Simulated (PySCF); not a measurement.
This PySCF input asks for the NMR shieldings of SMILES C(CC=O)(=O)[Si@H]1C=CC[SiH2]1, C6H10O2Si2; the geometry comes from GFN2-xTB.

```python
import basis_set_exchange as bse
import numpy as np
from pyscf import gto, dft
from pyscf.prop import nmr

atoms = """
O     2.054370    1.590720   -0.078274
C     2.921344    0.801912    0.213238
C     2.858314   -0.636029   -0.137368
C     1.410469   -1.097064    0.106399
O     1.186781   -2.051143    0.804077
Si    0.071195    0.012496   -0.708476
C    -1.419897   -1.123304   -0.960501
C    -2.568924   -0.792873   -0.381806
C    -2.764921    0.427841    0.463872
Si   -1.127466    1.404722    0.687398
H     3.792727    1.121473    0.809677
H     3.015033   -0.754474   -1.210882
H     3.583623   -1.236394    0.412283
H     0.617777    0.383838   -2.022739
H    -1.372549   -2.025648   -1.553828
H    -3.451726   -1.414292   -0.499866
H    -3.535736    1.047390   -0.001577
H    -3.183240    0.118988    1.424639
H    -1.318241    2.786897    0.239515
H    -0.774080    1.445622    2.113010
"""
names = dict.fromkeys(["O", "C", "Si", "H"], "pcSseg-1")
basis = {el: gto.basis.parse(bse.get_basis(n, elements=[el], fmt="nwchem")) for el, n in names.items()}
mol = gto.M(atom=atoms, basis=basis, charge=0, verbose=0)
mf = dft.RKS(mol, xc="PBE0")
mf.grids.level = 2
mf.grids.alignment = dft.numint.BLKSIZE   # the property module wants whole blocks of grid points
mf.conv_tol = 1e-9
mf.kernel()

calc = nmr.RKS(mf)   # GIAO
C = mf.mo_coeff
Co = C[:, mf.mo_occ > 0]
resp = mf.gen_response(singlet=True, hermi=2)
def vind(x):   # induced exchange potential for any number of trial vectors
    d = np.einsum("pi,xij,qj->xpq", C, 2 * x.reshape(-1, C.shape[1], Co.shape[1]), Co, optimize=True)
    return np.einsum("xpq,pi,qj->xij", resp(d - d.transpose(0, 2, 1)), C, Co, optimize=True).ravel()
mo1, _ = nmr.rhf.solve_mo1(calc, with_cphf=vind)
sigma = calc.kernel(mo1)
for i, s in enumerate(sigma):   # ppm
    print("%2d %-2s %9.2f" % (i, mol.atom_pure_symbol(i), np.trace(s) / 3))
```

Q: What does it print?

A: 
```
 0 O    -358.92
 1 C     -23.06
 2 C     116.36
 3 C     -55.92
 4 O    -524.82
 5 Si    406.27
 6 C      48.05
 7 C      26.26
 8 C     167.57
 9 Si    423.67
10 H      21.47
11 H      27.57
12 H      27.85
13 H      26.63
14 H      25.42
15 H      24.52
16 H      29.82
17 H      29.74
18 H      27.71
19 H      28.11
```

These numbers come from an equivalent density-fitted implementation of the same equations, which agrees with the script to about 0.01 ppm for H and up to a few tenths of a ppm for heavy atoms, so last digits may differ.

Q: Turn these shieldings into chemical shifts. δ = σ(ref) − σ, references computed at the same level: 17O (σ = 336.08 ppm) against H2O; 13C (σ = 186.93 ppm) and 29Si (σ = 349.16 ppm) and 1H (σ = 31.72 ppm) against TMS.

A: Averaging equivalent atoms: O 4: 860.9; O 0: 695.0; C 3: 242.8; C 1: 210.0; C 7: 160.7; C 6: 138.9; C 2: 70.6; C 8: 19.4; Si 5: -57.1; Si 9: -74.5; H 10: 10.25; H 15: 7.20; H 14: 6.30; H 13: 5.09; H 11: 4.14; H 18: 4.00; H 12: 3.86; H 19: 3.60; H 17: 1.98; H 16: 1.90 ppm. Unscaled 17O shifts of doubly bonded oxygen tend to come out too high, by tens of ppm or more. Experimental scales use liquid or dissolved standards, which lie at an offset from isolated H2O (liquid H2O: subtract about 36 ppm).

Size and cost of the density-fitted run: 234 basis functions, 64 s wall time on 1 thread of an Arm Neoverse V2, shared host; peak memory 1 GiB.
